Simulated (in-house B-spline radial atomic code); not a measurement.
Relativistic effects in the germanium ion Ge⁸⁺, [Ar] 3d6: non-relativistic Hartree-Fock (point nucleus) against Dirac-Hartree-Fock (Fermi nucleus of rms radius 4.0742 fm), both averages of the configuration, computed with an all-electron radial atomic-structure program (B-spline basis).

```csv
orbital,ε NR (Eh),ε Dirac (Eh),<r> NR (bohr),<r> Dirac (bohr),change of <r> (%)
1s1/2,-412.05,?,0.04784,?,?
2s1/2,-59.035,-60.336,0.2128,0.2088,-1.9
2p1/2,-53.119,-54.209,0.1849,0.1809,-2.1
2p3/2,-53.119,-53.025,0.1849,0.1844,-0.2
3s1/2,-13.362,-13.604,0.6061,0.5972,-1.5
3p1/2,-11.259,-11.446,0.6117,0.6027,-1.5
3p3/2,-11.259,-11.26,0.6117,0.6106,-0.2
3d3/2,-7.9051,-7.8875,0.6058,0.6055,0.0
3d5/2,-7.9051,?,0.6058,?,?
```

What happens to 1s1/2?

Its energy goes to -417.87 hartree and <r> to 0.04698 bohr (-1.80 %).

What happens to 3d5/2?

Its energy goes to -7.8589 hartree and <r> to 0.6081 bohr (+0.39 %).

What explains the pattern of contraction and expansion?

Expansion is seen in 3d5/2. The s and p1/2 orbitals contract directly, screen the nucleus better, and so push out orbitals that have little density near the nucleus; spin-orbit coupling adds to this for j = l + 1/2 and opposes it for j = l - 1/2.

By how much does the total energy change?

By -22.201 hartree, from -2052.223 to -2074.424.
